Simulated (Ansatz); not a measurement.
Species: AlH$_{2}$ (charge +1, singlet). SMILES: [AlH2+]
Structure (B3LYP-D3(BJ)/def2-TZVP (Ansatz, a first-principles code) minimum search):
```
Al
H 1 1.5491
H 1 1.5491 2 180.00
```
Charge +1, spin multiplicity 1.

Property: vertical electron affinity (to the doublet state of charge +0; a negative value means that the extra electron is unbound and the number depends on the basis; each state is the SCF solution reached for its spin), in eV. Correlated levels leave the core frozen unless marked. UHF or UKS for open shells. Spin-orbit coupling is left out. No relativistic terms. CBS(X,Y): correlation extrapolated as X^-3; Hartree-Fock from the larger set.

```csv
level,program,vertical electron affinity (eV)
PBE/def2-TZVPD,Ansatz,(withheld)
BHLYP/def2-TZVPD,Ansatz,6.00
CAM-B3LYP/def2-TZVPD,Ansatz,(withheld)
wB97M-V/def2-TZVPD,Ansatz,(withheld)
wB97X/def2-TZVPD,Ansatz,5.98
CCSD/aug-cc-pV(T+d)Z,Ansatz,(withheld)
CCSD/def2-TZVPPD,Ansatz,5.98
CCSD/aug-cc-pV(Q+d)Z,Ansatz,6.01
CCSD/def2-QZVPPD,Ansatz,6.00
"CCSD(T)/CBS(aug-cc-pV(T+d)Z,aug-cc-pV(Q+d)Z)",Ansatz,6.06
```

### Question
Fill in the missing entries.

### Answer

- PBE/def2-TZVPD, vertical electron affinity (eV): 6.27
- CAM-B3LYP/def2-TZVPD, vertical electron affinity (eV): 6.14
- wB97M-V/def2-TZVPD, vertical electron affinity (eV): 5.93
- CCSD/aug-cc-pV(T+d)Z, vertical electron affinity (eV): 5.99
